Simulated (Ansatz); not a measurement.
Reaction (atomization): `NC[SiH2][AlH2]` → Al• + C• + 8 H• + N• + Si•

Computed with Ansatz on PBE0-D4/def2-TZVP structures; ΔE is electronic, products minus reactants. CCSD(T)/CBS is the MP2 limit (def2-TZVPP, def2-QZVPP) plus CCSD(T) − MP2 in def2-TZVPP, frozen cores. This one scheme is used for every species, atoms too. Functionals use def2-TZVPP. B3LYP here is the variant with VWN-RPA as its local correlation; programs differ in this. Open shells (•) are unrestricted, without spin–orbit coupling. Spin–orbit coupling would lower the free atoms: a little for Al, C, Si. Each species was taken in one conformer, which may not be the lowest.

| level | ΔE (kcal/mol) | difference from CCSD(T)/CBS |
| --- | --- | --- |
| PBE-D4 | 893.6 | 3.1 |
| PBE0-D4 | 884.7 | -5.8 |
| B3LYP-D4 | 891.1 | 0.6 |
| ωB97X-V | 896.3 | 5.8 |
| B2PLYP | 877.6 | -12.9 |
| PBE0 | 880.3 | -10.2 |
| MP2/def2-TZVPP | 864.1 | -26.4 |
| SCS-MP2/def2-TZVPP | 872.6 | -17.9 |
| CCSD/def2-TZVPP | 856.2 | -34.3 |
| CCSD/CBS(def2) | 880.6 | -9.9 |
| CCSD(T)/CBS | 890.5 | 0 |

Largest T1 diagnostic among the species: 0.018.

The D4 term adds +8.4 kcal/mol with B3LYP and +4.4 kcal/mol with PBE0; it sums over pairs of atoms, weighted by their polarisabilities, and B3LYP, whose exchange is more repulsive, gets the larger term. From PBE to PBE0 (25 % exact exchange), in def2-TZVPP and without D4, ΔE moves by −8.1 kcal/mol: exact exchange takes away binding that semilocal exchange gives to molecules. In def2-TZVPP, CCSD(T) changes the Hartree–Fock value by +219.3 kcal/mol (the triples alone add +9.9 kcal/mol) and MP2 by +217.3 kcal/mol; breaking electron pairs costs correlation energy, which Hartree–Fock lacks.

For atomizations the MP2-based limit and the directly extrapolated one differ by several kJ/mol either way, and by 10 to 25 for some Ge, Se and Sn compounds, so smaller differences from it don't rank the levels.
